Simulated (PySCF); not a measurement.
**What each rung costs, and what it gives**

Saddle point of ZnH$_{2}$Cl$_{2}$, singlet (ZnCl₂ + H₂ → ZnHCl ([Cl][ZnH]) + HCl; bonds formed: Zn1–H5, Cl2–H4; bonds broken: Zn1–Cl2, H4–H5), PBE0-D4/def2-TZVP structure:

| atom | x (Å) | y (Å) | z (Å) |
| --- | --- | --- | --- |
| Zn1 | -0.2566 | 0.4033 | -0.4083 |
| Cl2 | 0.4688 | -1.7564 | 0.5017 |
| Cl3 | -1.2309 | 0.8946 | -2.1997 |
| H4 | 0.5764 | -0.3259 | 1.0534 |
| H5 | 0.4424 | 0.7843 | 1.0530 |

Barriers are electronic and count from the start structure reached by relaxing down the imaginary mode.

Program: PySCF 2.14 with density fitting (its default auxiliary sets; JK sets also for MP2 and CCSD(T)). Basis: as named in each row. Cores are frozen in the correlated methods. The 3s and 3p shells of Cu and Zn are frozen; filled d shells are correlated. B3LYP uses VWN-RPA correlation. Extrapolation: Hartree–Fock as exp(−7.88 √X), correlation as X^−2.97.

Times are rough, for one single point on 4 threads of a shared host (Arm Neoverse V1).

The estimate by CCSD(T) at an estimated basis limit (MP2 extrapolated from triple and quadruple zeta, plus CCSD(T) − MP2 in triple zeta) is 1.637 eV.

| method | basis | time (s) | barrier (eV) | method less estimate |
| --- | --- | --- | --- | --- |
| HF | STO-3G | under 1 | 3.772 | 2.135 |
| PBE0-D4 | def2-SVP | 3 | 1.297 | -0.340 |
| PBE-D4 | def2-SVP | 3 | 1.160 | -0.478 |
| MP2 | def2-QZVPP | 5 | 1.652 | 0.015 |
| SPW92 | def2-TZVPP | 5 | 0.983 | -0.654 |
| B3LYP-D4 | def2-TZVPP | 7 | 1.522 | -0.115 |
| BHLYP-D4 | def2-TZVPP | 8 | 1.672 | 0.034 |
| PBE0-D4 | def2-TZVPP | 8 | 1.412 | -0.225 |
| PBE-D4 | def2-TZVPP | 8 | 1.287 | -0.350 |
| CCSD(T) | def2-SVP | 9 | 1.527 | -0.111 |
| r2SCAN-D4 | def2-TZVPP | 16 | 1.382 | -0.255 |
| wB97M-V | def2-TZVPP | 92 | 1.579 | -0.059 |
| CCSD(T) | def2-TZVPP | 270 | 1.589 | -0.048 |

All methods are single points on the PBE0-D4 structures.

No T1 diagnostic of these runs exceeds 0.014.

Labels in which every atom is bracketed show which atoms are joined, not bond orders.
